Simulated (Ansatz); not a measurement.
Start from `[Cl][InH2]` and change one atom or group to get `[NH2][InH][Cl]`.

Ansatz, PBE0-D4/def2-TZVP geometries, multiplicity 1. Each molecule was computed in one conformer, which needn't be the lowest.

Elements past krypton have def2 core potentials.

| property | `[Cl][InH2]` |
| --- | --- |
| HOMO energy (ωB97M-V/def2-TZVPP) / eV | -10.42 |
| HOMO–LUMO gap (B3LYP/def2-TZVPP) / eV | 5.69 |
| size of the dipole moment (PBE/def2-TZVPP) / D | 2.65 |
| LUMO energy (PBE0/def2-TZVPP) / eV | -1.98 |
| HOMO energy (B3LYP/def2-TZVPP) / eV | -7.96 |
| LUMO energy (B3LYP/def2-TZVPP) / eV | -2.27 |

Question: Give the same properties after the change, and the shifts. (Estimate.)

Answer: The calculation gave: 
| property | `[NH2][InH][Cl]` | shift |
| --- | --- | --- |
| HOMO energy (ωB97M-V/def2-TZVPP) / eV | -9.85 | 0.57 |
| HOMO–LUMO gap (B3LYP/def2-TZVPP) / eV | 5.77 | 0.08 |
| size of the dipole moment (PBE/def2-TZVPP) / D | 3.03 | 0.38 |
| LUMO energy (PBE0/def2-TZVPP) / eV | -1.22 | 0.76 |
| HOMO energy (B3LYP/def2-TZVPP) / eV | -7.27 | 0.69 |
| LUMO energy (B3LYP/def2-TZVPP) / eV | -1.50 | 0.77 |

With PBE0 the HOMO rises by 0.70 eV and the LUMO rises by 0.76 eV, so the gap widens by about 0.06 eV. PBE moves the HOMO by 0.73 eV and ωB97M-V by 0.57 eV. The zero-point energy changes by 50.5 kJ/mol with +6 modes. Dipoles are sizes alone; their direction can turn.

B3LYP here is the variant with VWN-RPA as its local correlation; programs differ in this.
